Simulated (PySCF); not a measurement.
PySCF input file for C₃H₆BClO, SMILES C=CCB(O)Cl, PBE-D3(BJ)/def2-SVP. Geometry: PBE-D3(BJ)/def2-SVP. One conformer was computed; it need not be the lowest.

```python
import numpy as np
from pyscf import gto, scf, dft, df
from pyscf.hessian import thermo

mol = gto.M(
    atom='''
    B     0.06095025   -0.23360236    0.80769797
    C     0.07916799   -1.06584235   -0.54375582
    C     0.16624306   -0.16480559   -1.74761212
    C     1.18460076   -0.13048423   -2.62508478
    H    -0.87442260   -1.64240819   -0.57979768
    H     0.90772246   -1.80716271   -0.55337803
    H    -0.67657061    0.53833431   -1.87388113
    H     2.05031688   -0.80850014   -2.53473225
    H     1.18802974    0.57504349   -3.47008070
    Cl   -1.23393173    0.95622579    1.08673698
    O     0.97858511   -0.34699011    1.80172042
    H     1.66826038   -1.00041969    1.58380443
    ''',
    basis='def2-SVP',
    charge=0,
    spin=0,
    max_memory=1600,
    verbose=3,
)
mf = dft.RKS(mol, xc='pbe').density_fit(auxbasis='def2-universal-jkfit')
mf.disp = 'd3bj'
mf.grids.level = 3
mf.conv_tol = 1e-11
mf.max_cycle = 100
mf.kernel()

# [left out here: the lines that compute and print the analytic Hessian (its translational invariance restored by hand, since the grid's response is missing), thermochemistry and intensities]
```

Output:

```
converged SCF energy = -677.519051686533

WARN: DFTD3 does not support analytical Hessian, using finite difference


WARN: Mole.unit (angstrom) is changed to Bohr

Mode                                 0                   1                   2
Irrep
Freq [cm^-1]                       31.3856             76.3191            169.7227
Reduced mass [au]                   3.7749              3.2995              2.6569
Force const [Dyne/A]                0.0022              0.0113              0.0451
Char temp [K]                      45.1568            109.8062            244.1932
Normal mode                   x     y     z       x     y     z       x     y     z
       0   B                -0.02  0.01 -0.03    0.00  0.03  0.02   -0.01  0.04 -0.02
       1   C                -0.11 -0.01 -0.02    0.05  0.08 -0.01    0.04  0.04 -0.03
       2   C                 0.04  0.02  0.00    0.08  0.07 -0.02   -0.02 -0.09 -0.12
       3   C                 0.09 -0.05  0.06   -0.01 -0.11 -0.13    0.06 -0.01 -0.02
       4   H                -0.17  0.11 -0.06    0.03  0.10 -0.04    0.09 -0.05  0.02
       5   H                -0.19 -0.09 -0.01    0.02  0.05 -0.01    0.09  0.10  0.04
       6   H                 0.10  0.09 -0.03    0.17  0.20  0.05   -0.15 -0.27 -0.30
       7   H                 0.02 -0.13  0.09   -0.11 -0.25 -0.21    0.19  0.17  0.16
       8   H                 0.20 -0.03  0.08    0.01 -0.13 -0.14    0.02 -0.12 -0.12
       9  Cl                -0.03 -0.02  0.05   -0.03 -0.02  0.04   -0.01  0.02  0.08
      10   O                 0.07  0.06 -0.11   -0.03 -0.01  0.04   -0.03 -0.03 -0.01
      11   H                 0.06  0.07 -0.15   -0.00  0.02  0.03   -0.03 -0.02 -0.04
Mode                                 3                   4                   5
Irrep
Freq [cm^-1]                      310.1828            352.9270            409.0902
Reduced mass [au]                   3.2598              3.8324              2.1263
Force const [Dyne/A]                0.1848              0.2812              0.2097
Char temp [K]                     446.2840            507.7834            588.5898
Normal mode                   x     y     z       x     y     z       x     y     z
       0   B                -0.09 -0.05 -0.03    0.00 -0.04 -0.03   -0.03 -0.04 -0.05
       1   C                 0.06 -0.11 -0.00   -0.06 -0.05 -0.05    0.05  0.01 -0.05
       2   C                 0.08 -0.04  0.06    0.01 -0.02 -0.05   -0.08  0.08  0.00
       3   C                -0.01  0.03 -0.04    0.02  0.03 -0.05   -0.02 -0.06  0.08
       4   H                 0.13 -0.22 -0.12   -0.15  0.10 -0.05    0.21 -0.25 -0.07
       5   H                 0.15 -0.02  0.09   -0.17 -0.17 -0.08    0.25  0.22 -0.11
       6   H                 0.10  0.01  0.19    0.02 -0.01 -0.04   -0.05  0.12  0.02
       7   H                -0.01  0.01 -0.24    0.03  0.05 -0.10   -0.14 -0.19  0.24
       8   H                -0.10  0.15  0.06   -0.01  0.09 -0.00    0.21 -0.11  0.04
       9  Cl                -0.01  0.05  0.04    0.06 -0.03  0.02    0.04 -0.02  0.01
      10   O                -0.04  0.02 -0.07   -0.08  0.11  0.07   -0.06  0.05 -0.02
      11   H                -0.05  0.01 -0.07    0.00  0.14  0.27   -0.01  0.08  0.04
Mode                                 6                   7                   8
Irrep
Freq [cm^-1]                      512.4427            568.2351            580.3747
Reduced mass [au]                   2.6890              1.2096              2.7675
Force const [Dyne/A]                0.4160              0.2301              0.5492
Char temp [K]                     737.2909            817.5638            835.0300
Normal mode                   x     y     z       x     y     z       x     y     z
       0   B                -0.11 -0.15  0.13    0.04  0.02 -0.01   -0.04  0.07 -0.05
       1   C                -0.02  0.02  0.00    0.01 -0.02 -0.02    0.00  0.06  0.07
       2   C                 0.02  0.05 -0.01   -0.03 -0.04 -0.03    0.05  0.01  0.08
       3   C                 0.01 -0.00 -0.03    0.01  0.01  0.01   -0.02 -0.01  0.01
       4   H                 0.03 -0.05 -0.20   -0.00 -0.00  0.14   -0.05  0.16  0.05
       5   H                 0.01  0.05 -0.01   -0.01 -0.04 -0.03   -0.06 -0.01  0.16
       6   H                -0.07 -0.08 -0.15    0.06  0.09  0.08   -0.04 -0.11 -0.02
       7   H                 0.09  0.12  0.09   -0.09 -0.13 -0.09    0.09  0.14  0.04
       8   H                -0.09 -0.17 -0.18    0.14  0.19  0.16   -0.22 -0.16 -0.11
       9  Cl                 0.01  0.01 -0.01   -0.01  0.02  0.00    0.05 -0.04 -0.01
      10   O                 0.04  0.01  0.02   -0.03 -0.05  0.04   -0.09 -0.01 -0.06
      11   H                 0.22  0.25 -0.14    0.46  0.58 -0.32    0.06  0.22 -0.26
Mode                                 9                  10                  11
Irrep
Freq [cm^-1]                      666.3703            813.9209            883.0184
[...]
Freq [cm^-1]                     1190.3035           1264.3437           1355.0729
Reduced mass [au]                   2.3041              1.2154              1.3230
Force const [Dyne/A]                1.9234              1.1447              1.4313
Char temp [K]                    1712.5817           1819.1090           1949.6481
Normal mode                   x     y     z       x     y     z       x     y     z
       0   B                 0.12 -0.09 -0.05   -0.01 -0.01 -0.02    0.08 -0.00  0.08
       1   C                -0.02  0.05  0.14    0.02 -0.01 -0.01   -0.01  0.05 -0.02
       2   C                -0.01 -0.04 -0.01    0.05 -0.05  0.01    0.03  0.02 -0.03
       3   C                -0.00  0.02 -0.02   -0.08  0.05  0.01    0.01 -0.01 -0.00
       4   H                 0.04 -0.01 -0.41   -0.00  0.03  0.01    0.28 -0.44  0.04
       5   H                -0.00  0.07 -0.30    0.00 -0.04  0.13   -0.34 -0.35  0.05
       6   H                 0.03  0.00 -0.02    0.41  0.25 -0.63   -0.05 -0.07  0.08
       7   H                -0.04 -0.04 -0.01   -0.23 -0.10  0.31   -0.12 -0.13  0.23
       8   H                 0.12  0.03 -0.01   -0.06  0.03  0.01   -0.30  0.12  0.11
       9  Cl                -0.01  0.01  0.00   -0.00  0.00  0.00   -0.00  0.00 -0.00
      10   O                -0.03  0.02  0.00    0.01  0.00  0.01   -0.04  0.01 -0.04
      11   H                -0.14 -0.02 -0.27   -0.01 -0.01 -0.02   -0.03  0.01 -0.01
Mode                                21                  22                  23
Irrep
Freq [cm^-1]                     1381.5580           1384.0745           1667.1485
Reduced mass [au]                   1.4921              2.1385              5.2380
Force const [Dyne/A]                1.6779              2.4137              8.5776
Char temp [K]                    1987.7544           1991.3751           2398.6555
Normal mode                   x     y     z       x     y     z       x     y     z
       0   B                 0.08 -0.00  0.10    0.11 -0.01  0.13    0.00 -0.00 -0.00
       1   C                -0.01 -0.07 -0.01    0.00 -0.01 -0.07    0.01  0.01 -0.03
       2   C                 0.02  0.02 -0.05   -0.03 -0.02  0.05   -0.14 -0.03  0.15
       3   C                 0.02 -0.01 -0.01   -0.03  0.00  0.02    0.13  0.01 -0.12
       4   H                -0.25  0.33 -0.01   -0.00  0.01 -0.04    0.01  0.02 -0.06
       5   H                 0.33  0.32  0.04    0.00 -0.02  0.22   -0.02 -0.03  0.06
       6   H                -0.03 -0.02  0.10    0.08  0.08 -0.15   -0.00  0.12 -0.14
       7   H                -0.11 -0.13  0.27    0.14  0.17 -0.31    0.02 -0.14  0.15
       8   H                -0.34  0.12  0.11    0.37 -0.16 -0.13   -0.12  0.13 -0.05
       9  Cl                -0.00  0.00 -0.00   -0.00  0.00 -0.00   -0.00  0.00 -0.00
      10   O                -0.04  0.01 -0.04   -0.06  0.01 -0.06   -0.00  0.00  0.00
      11   H                -0.04  0.02 -0.04   -0.07  0.01 -0.06   -0.01 -0.00 -0.01
Mode                                24                  25                  26
Irrep
Freq [cm^-1]                     2946.2482           3007.8634           3065.9805
Reduced mass [au]                   1.0607              1.1012              1.0602
Force const [Dyne/A]                5.4247              5.8700              5.8720
Char temp [K]                    4238.9952           4327.6457           4411.2633
Normal mode                   x     y     z       x     y     z       x     y     z
       0   B                -0.00  0.00  0.00    0.00  0.00  0.00   -0.00  0.00 -0.00
       1   C                -0.02 -0.06 -0.00    0.08 -0.02  0.00   -0.00  0.00 -0.00
       2   C                -0.00  0.00 -0.00   -0.00  0.00 -0.00   -0.01  0.01 -0.01
       3   C                -0.00  0.00 -0.00   -0.00  0.00  0.00   -0.05  0.01  0.04
       4   H                 0.69  0.40  0.03   -0.44 -0.28 -0.03    0.00  0.00  0.00
       5   H                -0.41  0.35  0.00   -0.59  0.53  0.01    0.02 -0.02  0.00
       6   H                 0.00 -0.00  0.00    0.06 -0.05  0.01    0.15 -0.13  0.03
       7   H                 0.01 -0.01  0.00    0.00 -0.00  0.00    0.59 -0.47  0.07
       8   H                -0.00  0.01 -0.00   -0.00  0.00 -0.00   -0.01  0.37 -0.44
       9  Cl                 0.00  0.00 -0.00   -0.00  0.00  0.00    0.00 -0.00  0.00
      10   O                -0.00 -0.00 -0.00   -0.00  0.00 -0.00    0.00  0.00  0.00
      11   H                -0.00  0.00 -0.00   -0.00  0.00 -0.00    0.00 -0.00  0.00
Mode                                27                  28                  29
Irrep
Freq [cm^-1]                     3083.6499           3167.2501           3729.1109
Reduced mass [au]                   1.0927              1.1158              1.0654
Force const [Dyne/A]                6.1218              6.5949              8.7294
Char temp [K]                    4436.6856           4556.9678           5365.3603
Normal mode                   x     y     z       x     y     z       x     y     z
       0   B                 0.00 -0.00 -0.00   -0.00  0.00  0.00    0.00 -0.00 -0.00
       1   C                 0.01 -0.00 -0.00   -0.00 -0.00  0.00   -0.00  0.00 -0.00
       2   C                 0.06 -0.05  0.01   -0.01  0.01 -0.00    0.00 -0.00  0.00
       3   C                -0.02  0.01  0.01   -0.03  0.07 -0.05   -0.00  0.00 -0.00
       4   H                -0.03 -0.02  0.00    0.00  0.00 -0.00   -0.00 -0.00 -0.00
       5   H                -0.05  0.04 -0.00    0.00 -0.01  0.00    0.00 -0.00  0.00
       6   H                -0.70  0.59 -0.11    0.08 -0.07  0.01   -0.00  0.00  0.00
       7   H                 0.17 -0.14  0.02    0.43 -0.33  0.04    0.00 -0.00 -0.00
       8   H                -0.00  0.02 -0.02   -0.00 -0.49  0.59    0.00  0.00  0.00
       9  Cl                -0.00  0.00 -0.00    0.00 -0.00 -0.00   -0.00  0.00  0.00
      10   O                -0.00  0.00  0.00    0.00  0.00  0.00    0.04 -0.04 -0.01
      11   H                -0.00 -0.00 -0.00    0.00 -0.00  0.00   -0.69  0.64  0.20
temperature 298.1500 [K]
pressure 101325.00 [Pa]
Rotational constants [GHz] 4.33888 1.65457 1.32103
Symmetry number 1
Zero-point energy (ZPE) 0.08829 [Eh]   231795.854 [J/mol]
                           tot       elec      trans        rot        vib
Entropy [J/mol/K]       361.398      0.000    166.710    116.810     77.878
Cv [J/mol/K]            104.037      0.000     12.472     12.472     79.094
Cp [J/mol/K]            112.352      0.000     20.786     12.472     79.094
Internal energy [J/mol]                      3718.434   3718.434 243424.962
Internal energy [Eh]   -677.42350  -677.51905
Enthalpy [J/mol]                             6197.391   3718.434 243424.962
Enthalpy [Eh]          -677.42256
Gibbs free energy [J/mol]                  -43507.175 -31108.534 220205.570
Gibbs free energy [Eh] -677.46360
mode   freq/cm-1   IR/(km/mol)
   1       31.39         1.210
   2       76.32         0.338
   3      169.72         1.138
   4      310.18         0.794
   5      352.93         4.803
   6      409.09         1.557
   7      512.44         4.295
   8      568.24        81.279
   9      580.37        22.506
  10      666.37        28.750
  11      813.92        17.441
  12      883.02        46.029
  13      891.45        85.388
  14      931.38        61.907
  15      989.85         5.469
  16     1021.03        31.775
  17     1138.08        44.734
  18     1164.86        91.924
  19     1190.30       158.218
  20     1264.34         5.359
  21     1355.07        47.691
  22     1381.56        66.576
  23     1384.07       146.449
  24     1667.15        20.939
  25     2946.25        11.411
  26     3007.86        15.355
  27     3065.98         7.923
  28     3083.65         5.177
  29     3167.25         9.237
  30     3729.11        54.848
max |gradient| / (hartree/bohr): 7.248210086886831e-05
APT charges: [ 1.1139 -0.3113  0.1101 -0.138   0.0277 -0.0317  0.029   0.0232  0.0356
 -0.4425 -0.7067  0.2907]
```

Self-consistency was reached.

Cost: around 2.1 core-minutes (rough).
